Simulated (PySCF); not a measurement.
**Vertical excitation energies**

Species: Sn(CCH)H3, C2H4Sn.
Cartesian coordinates in Å at the PBE0-D3(BJ)/def2-SVP level; atoms count from 1:
```
atom  x, y, z in Å
Sn1   -0.0061   -0.0075   -1.1714
C2     0.0015    0.0050    0.9217
C3     0.0103    0.0140    2.1389
H4     0.0176    0.0211    3.2146
H5     1.6156   -0.0071   -1.7065
H6    -0.8231    1.3933   -1.7068
H7    -0.8158   -1.4187   -1.6905
```

Computed with TDDFT wB97X-D/def2-SVPD, vertical, gas phase, core orbitals frozen in the response, def2 core potentials past Kr in PySCF. Spin–orbit coupling is left out.

Problem. Predict the UV-vis stick spectrum at this level.

Solution. 

```tsv
state	E (eV)	λ (nm)	f	symmetry	main configurations (H = HOMO, L = LUMO)
S1	6.16	201.3	0.0000	–	H-1/H→L+1/L+2 (≥77%)
S2	6.40	193.7	0.0011	–	H-1/H→L+1/L+2 (≥67%)
S3	6.40	193.7	0.0011	–	H-1/H→L+1/L+2 (≥67%)
S4	7.57	163.8	0.0023	E	H-1/H→L (≥77%), H-1/H→L+3 (≥9%)
S5	7.57	163.8	0.0023	E	H-1/H→L (≥77%), H-1/H→L+3 (≥9%)
S6	7.78	159.3	0.0093	E	H-1/H→L+3 (≥71%)
S7	7.79	159.3	0.0093	E	H-1/H→L+3 (≥71%)
S8	8.31	149.3	0.0000	–	H-3/H-2→L+1/L+2 (≥46%)
S9	8.34	148.7	0.494	A1	H-1/H→L+1/L+2 (≥82%)
```

Triplets (Tamm–Dancoff): T1 5.11 eV, H-1/H→L+1/L+2 (≥67%); T2 5.65 eV, H-1/H→L+1/L+2 (≥61%); T3 5.65 eV, H-1/H→L+1/L+2 (≥61%).

The lowest singlet lies at 6.16 eV (201 nm, ultraviolet) and is dark (f under 0.0005); its leading configuration is HOMO-1/HOMO→LUMO+1/LUMO+2 (≥77%). The most intense listed level is S9 at 8.34 eV (149 nm, f = 0.494), 2.18 eV above S1. It is the last of those listed, so stronger ones may follow. S2/S3, S4/S5 and S6/S7 lie within about 0.01 eV of each other in each set; the point group C3v has degenerate representations, and within a degenerate level the listed configurations can mix freely. Löwdin shares by element: HOMO (one of a set within 0.03 eV) carbon 80%, tin 8%, hydrogen 5% or more; LUMO tin 60%, hydrogen 31% or more. Weighted by f, the mean energy of these states is 8.30 eV. Orbital energies (eV): HOMO-3 -11.47, HOMO-2 -11.47, HOMO-1 -9.95, HOMO -9.95, LUMO 1.39, LUMO+1 1.76, LUMO+2 1.76. The vertical ionisation energy (ΔSCF) is 10.38 eV, 2.04 eV above S9. Symmetry labels in C3v follow from the direction of the transition dipole and are given only for states with f of 0.002 or more. Orbitals of the list HOMO-3 to LUMO+2 that lie within 0.01 eV of each other are written together with a slash and their weights summed (≥ marks a lower bound); for degenerate orbitals outside that list single weights are arbitrary. Only the lowest 10 singlets were computed, as vertical energies without vibronic structure. The highest level found (8.56 eV, f 0.113 so far) is left out, since the window may have cut off a degenerate partner.

On Arm Neoverse V1, one thread, no GPU, shared host, this took 14 s of wall time.
